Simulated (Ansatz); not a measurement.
Mg4S4⁻, relaxed as a doublet with UKS r2SCAN-D4/def2-SVPD in Ansatz, starting from the GFN1-xTB geometry. Force threshold 0.02 eV/Å.

The structure comes from a short search, and lower isomers may exist.

Start:

```xyz
8

Mg    3.666   -0.828    0.451
Mg   -2.733    0.436    0.683
Mg   -1.352   -1.916   -0.386
Mg   -0.322    1.778    2.255
S    -0.940   -0.367   -2.498
S    -0.385    1.164   -1.302
S     0.739   -0.874    1.064
S     1.325    0.607   -0.269
```

Question: Estimate the energy that the relaxation releases and the steps that it takes.

Answer: 915.7 kJ/mol, in 35 steps; 7.7 min on 4 threads of Arm Neoverse V2 on a shared host. No frequencies were taken in this run, so the end may be a saddle point.

Question: Does the start keep its bonding?

Answer: Bonds lost: S5–S6, S6–S8, S7–S8 (atoms count from 1). Bonds formed: Mg1–S5, Mg2–S6, Mg2–S7, Mg3–S6, Mg4–S6, Mg4–S8 (atoms count from 1). Metal–metal contacts that move far: Mg1–Mg3 5.20 to 2.91 Å, Mg1–Mg4 5.09 to 2.91 Å, Mg3–Mg4 4.66 to 2.99 Å.

Question: Predict the relaxed structure.

Answer: 
```
atom    x (Å)    y (Å)    z (Å)
 Mg1   1.8864  -0.8058  -0.2821
 Mg2  -2.4590   0.1054   1.5281
 Mg3  -0.9190  -0.7406  -1.0466
 Mg4   0.2531   1.3942   0.6927
  S5   0.8448  -1.7810  -2.1778
  S6  -1.9304   1.4486  -0.4773
  S7  -0.2481  -0.9858   1.3768
  S8   2.5722   1.3651   0.3862
```
Bond lengths (bridged metal pairs left out): 11 × Mg–S 2.34 to 2.71 Å.
